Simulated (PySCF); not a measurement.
## Electric properties by functional and basis

BClGeH4O2.
Z-matrix (Å and degrees, PBE0-D3(BJ)/def2-SVP geometry), rows numbered from 1:
```
O 
B   1  1.3548
O   2  1.3564  1  125.51
Ge  2  2.0764  1  117.78  3   179.99
Cl  4  2.1847  2  107.76  1    64.59
H   1  0.9649  2  115.59  3     1.32
H   3  0.9648  2  115.71  1    -0.74
H   4  1.5391  2  113.93  1  -178.84
H   4  1.5407  2  114.29  1   -52.44
```

PySCF, dipoles from the SCF density, polarisabilities from static response with core orbitals frozen. Isolated species at its PBE0-D3(BJ)/def2-SVP geometry (one conformer only). Relativistic effects, spin–orbit coupling among them, are left out although an element past zinc is present.

Question: How do dipole and polarisability depend on functional and basis here?

Answer: 

| level | μ (D) | α (au) | anisotropy (au) |
| --- | --- | --- | --- |
| LDA/def2-SVPD | 4.872 | 73.74 | 20.67 |
| PBE/def2-SVPD | 4.808 | 72.83 | 20.51 |
| B3LYP/def2-SVPD | 4.899 | 69.94 | 18.34 |
| PBE0/def2-SVPD | 4.922 | 68.78 | 17.51 |
| BHandHLYP/def2-SVPD | 4.999 | 66.15 | 15.87 |
| CAM-B3LYP/def2-SVPD | 4.992 | 68.30 | 16.54 |
| wB97X-D/def2-SVPD | 5.008 | 67.81 | 16.08 |
| LC-wPBE/def2-SVPD | 5.083 | 66.17 | 14.90 |
| HF/def2-SVPD | 5.145 | 62.12 | 13.26 |
| PBE0/6-31G* | 5.388 | 53.51 | 17.64 |
| PBE0/def2-SVP | 5.129 | 55.07 | 16.07 |
| PBE0/aug-cc-pVDZ | 4.827 | 69.04 | 18.02 |
| PBE0/def2-TZVP | 4.909 | 63.92 | 17.55 |
| PBE0/def2-TZVPD | 4.793 | 69.62 | 17.96 |

The anisotropy is √(½[(α1 − α2)² + (α2 − α3)² + (α3 − α1)²]). The dipole runs from 4.79 D (PBE0/def2-TZVPD) to 5.39 D (PBE0/6-31G*). No reference polarisability is at hand; against PBE0 in the largest diffuse basis at hand (def2-TZVPD) the other PBE0 rows deviate by 6-31G* -23%, def2-SVP -21%, def2-SVPD -1%, aug-cc-pVDZ -1%, def2-TZVP -8%. In one basis (def2-SVPD) the functionals order the polarisability from HF (lowest) to LDA (highest), a spread of 19%. With PBE0 the polarisability is 57.50 au without diffuse functions (mean of 6-31G*, def2-SVP and def2-TZVP) and 69.15 au with them (mean of def2-SVPD, aug-cc-pVDZ and def2-TZVPD).
